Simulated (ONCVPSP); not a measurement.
# Configuration tests for Tc (Z = 43) (ONCV)

| Quantity | Value |
| --- | --- |
| Element | technetium |
| Generator | ONCVPSP 4.0.1 |
| Type | optimised norm-conserving Vanderbilt (ONCV) |
| Functional | PBEsol |
| Relativity | fully relativistic |
| Frozen core | [Ar] 3d10 4s2 |
| Valence charge | 13 |
| Reference configuration | 4p6 4d5 5s1.5 5p0.5 |
| Partial waves | 5s: rc 2.10 bohr, ncon 3, nbas 6, qcut 4 1/bohr, 2 projectors, debl 1.8 Ha; 4p+5p: rc 2.00 bohr, ncon 4, nbas 7, qcut 6.5 1/bohr, 3 projectors, debl 0.6 Ha; 4d: rc 2.05 bohr, ncon 3, nbas 7, qcut 6.9 1/bohr, 2 projectors, debl 1 Ha |
| Local potential | polynomial inside 1.90 bohr (lpopt 3, dvloc0 3 Ha) |
| Core correction | polynomial model core, fcfact 0.6 |

Open shells are filled in proportion to 2j + 1.

Energies are relative to the spin-unpolarised reference configuration 4p6 4d5 5s1.5 5p0.5; without spin polarisation the order of configurations can differ from experiment.

(1) Give the all-electron excitation energy and the error of the potential for: 4p6 4d5 5s2 5p0; 4p6 4d5 5s1 5p0; 4p6 4d5 5s0 5p0; 4p6 4d6 5s1 5p0.

Levels in the configuration 4p6 4d6 5s1 5p0:

| level | all-electron (eV) | pseudo (eV) |
| --- | --- | --- |
| 4p j=3/2 | -41.472 | -41.420 |
| 4p j=1/2 | -44.396 | -44.345 |
| 4d j=5/2 | -4.388 | -4.375 |
| 4d j=3/2 | -4.647 | -4.635 |
| 5s j=1/2 | -4.202 | -4.219 |

Note: ghosts flagged at negative energy: s at -111.0 eV; no localised positive-energy state flagged. A true bound ghost makes a file unfit for plane-wave use.

Results:

(1)

```tsv
valence configuration	charge	ΔE all-electron (eV)	error AE − PS (meV)
4p6 4d5 5s2 5p0	0	-1.874	-0.8
4p6 4d5 5s1 5p0	+1	6.322	-1.6
4p6 4d5 5s0 5p0	+2	21.164	-19
4p6 4d6 5s1 5p0	0	-2.790	-12
```
